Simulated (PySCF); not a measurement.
Task: Write Cartesian coordinates for InChI=1S/C5H6F2/c1-3(6)4-2-5(4)7/h2-4H,1H3/t3-,4+/m1/s1 as optimised with PBE0-D3(BJ)/def2-SVP.

Result: 
```xyz
13
C5H6F2 angstrom
C     -1.306    0.952   -0.782
C     -0.574    0.398    0.418
F     -1.507   -0.037    1.343
C      0.333   -0.760    0.079
C      1.531   -1.118    0.982
C      1.768   -0.587   -0.168
F      2.634   -0.173   -1.052
H     -0.595    1.363   -1.514
H     -1.891    0.159   -1.272
H     -1.997    1.751   -0.476
H      0.026    1.189    0.905
H     -0.212   -1.584   -0.418
H      1.805   -1.561    1.933
```

Orientation and origin are arbitrary. Atoms count from 1 in this order. The 2 C–F bonds span 1.304 Å (C6–F7, drawn single) to 1.385 Å (C2–F3, drawn single), a spread of 0.081 Å. The 5 C–C bonds span 1.289 Å (C5=C6, drawn double) to 1.543 Å (C4–C5, drawn single), a spread of 0.254 Å. The 3-membered ring C4–C5–C6 has internal angles of 50.7° to 67.7°.

Bonds between heavy atoms (Å): C1–C2 1.511, C2–F3 1.385, C2–C4 1.510, C4–C5 1.543, C5=C6 1.289, C6–F7 1.304, C4–C6 1.467.

The calculation used PySCF, PBE0-D3(BJ)/def2-SVP geometry optimisation, gas phase.

Point group: C1 (no symmetry element, even within 0.4 Å). Stationary, but not proved a minimum. One conformer, not necessarily the lowest (C1–C2–C4–C5 157°).

The run took 81 s of wall time on one thread of an Arm Neoverse V1 (shared host), and the process peaked at 0.49 GiB of memory. These figures are those of the optimisation.
